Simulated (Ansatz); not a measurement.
The inner images of a band of BF2H + FH (6 atoms, charge 0, multiplicity 1) are given out of order.

The calculation used Ansatz 0.2.0, RKS PBE-D4/def2-SVP.

First end point:

```xyz
6
Properties=species:S:1:pos:R:3
B -0.001 0.238 0.004
H -0.004 0.613 1.162
F 1.138 0.181 -0.679
F -1.144 0.121 -0.664
F 0.059 -1.885 0.747
H 0.058 -1.670 1.660
```

Last end point:

```xyz
6
Properties=species:S:1:pos:R:3
B 0.016 -0.515 -0.521
H 0.010 0.215 2.186
F 1.144 0.155 -0.695
F -1.147 0.097 -0.679
F 0.050 -1.803 -0.216
H 0.034 -0.552 2.155
```

**Question.** Put them in order from the first end to the last, with their energies above the first end.
A.
```xyz
6
Properties=species:S:1:pos:R:3
B 0.017 -0.493 -0.295
H 0.010 0.184 1.746
F 1.147 0.170 -0.503
F -1.146 0.114 -0.491
F 0.050 -1.796 -0.024
H 0.029 -0.582 1.798
```
B.
```xyz
6
Properties=species:S:1:pos:R:3
B 0.016 -0.506 -0.414
H -0.001 0.199 1.944
F 1.146 0.165 -0.578
F -1.146 0.113 -0.558
F 0.049 -1.808 -0.166
H 0.041 -0.566 2.002
```
C.
```xyz
6
Properties=species:S:1:pos:R:3
B 0.017 -0.456 -0.155
H 0.010 0.163 1.573
F 1.148 0.164 -0.485
F -1.146 0.109 -0.474
F 0.050 -1.768 0.171
H 0.028 -0.614 1.601
```
D.
```xyz
6
Properties=species:S:1:pos:R:3
B 0.014 -0.346 -0.018
H 0.010 0.154 1.439
F 1.152 0.145 -0.518
F -1.150 0.091 -0.507
F 0.049 -1.737 0.385
H 0.030 -0.710 1.448
```
E.
```xyz
6
Properties=species:S:1:pos:R:3
B 0.005 0.025 0.065
H 0.005 0.309 1.283
F 1.152 0.135 -0.598
F -1.154 0.076 -0.584
F 0.055 -1.802 0.673
H 0.043 -1.146 1.391
```
F.
```xyz
6
Properties=species:S:1:pos:R:3
B 0.010 -0.169 0.057
H 0.008 0.196 1.355
F 1.159 0.130 -0.554
F -1.158 0.074 -0.541
F 0.051 -1.729 0.557
H 0.035 -0.905 1.357
```
G.
```xyz
6
Properties=species:S:1:pos:R:3
B 0.001 0.155 0.031
H 0.001 0.445 1.221
F 1.142 0.168 -0.649
F -1.147 0.109 -0.635
F 0.058 -1.890 0.732
H 0.050 -1.390 1.530
```

**Answer.** G (+0.5 kcal/mol), E (+3.9 kcal/mol), F (+10.8 kcal/mol), D (-3.5 kcal/mol), C (-20.7 kcal/mol), A (-27.0 kcal/mol), B (-28.8 kcal/mol).

Run time: 3.8 min on 1 thread of Arm Neoverse V2, with other jobs on the host, peak memory 0.11 GiB.
